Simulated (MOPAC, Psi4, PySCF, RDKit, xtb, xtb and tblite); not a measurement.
Two geometries of CH₅NSeSi₂, SMILES N#C[SiH2][SiH2][SeH], singlet, relaxed at GFN2-xTB with one dihedral held; other torsions can differ between them too.

Structure A

```
10

N      3.0976     1.0757     1.3728
C      2.3734     0.6296     0.6052
Si     1.1632    -0.0987    -0.6151
Si    -0.9442     0.0594     0.3557
Se    -2.2118     1.3571    -1.0661
H      1.6184    -1.4774    -0.8134
H      1.3532     0.6778    -1.8431
H     -1.6594    -1.2145     0.4715
H     -1.0059     0.7214     1.6595
H     -3.4060     1.3202    -0.2807
```

Structure B

```
10

N     -3.0403     1.0512     1.4052
C     -2.3352     0.6032     0.6212
Si    -1.1561    -0.1181    -0.6307
Si     0.9415     0.0396     0.3584
Se     2.4169    -0.8492    -1.1773
H     -1.6382    -1.4821    -0.8674
H     -1.3423     0.6897    -1.8396
H      1.1314    -0.7424     1.5821
H      1.4233     1.3975     0.6206
H      3.5957    -0.6207    -0.4026
```

Which is lower in energy at the level DF-MP2 (frozen core)/cc-pVTZ // GFN2-xTB (Psi4 1.11), and by how much?

B is lower, by 2.06 kJ/mol (dihedral C2–Si3–Si4–Se5: 120° in A, 180° in B).

E(B) − E(A) in kJ/mol at the other levels, on the same two geometries: GFN2-xTB (xtb and tblite) -2.16; PBE0/def2-TZVP // GFN2-xTB (Psi4) -1.93; PBE0-D3(BJ)/def2-TZVP // GFN2-xTB (Psi4) -1.83; PBE/def2-TZVP // GFN2-xTB (Psi4) -1.82; PBE-D3(BJ)/def2-TZVP // GFN2-xTB (Psi4) -1.72; HF/cc-pVTZ // GFN2-xTB (Psi4) -1.80; UFF // GFN2-xTB (RDKit) -3.06; PM3, restricted, heats of formation // GFN2-xTB (MOPAC) 0.45; AM1, restricted, heats of formation // GFN2-xTB (MOPAC) 0.56; GFN1-xTB // GFN2-xTB (xtb) 0.49; restricted B3LYP/6-31G*, spherical d, density fitting // GFN2-xTB (PySCF) -1.53; restricted LDA (SVWN5)/6-31G*, spherical d, density fitting // GFN2-xTB (PySCF) -1.64.
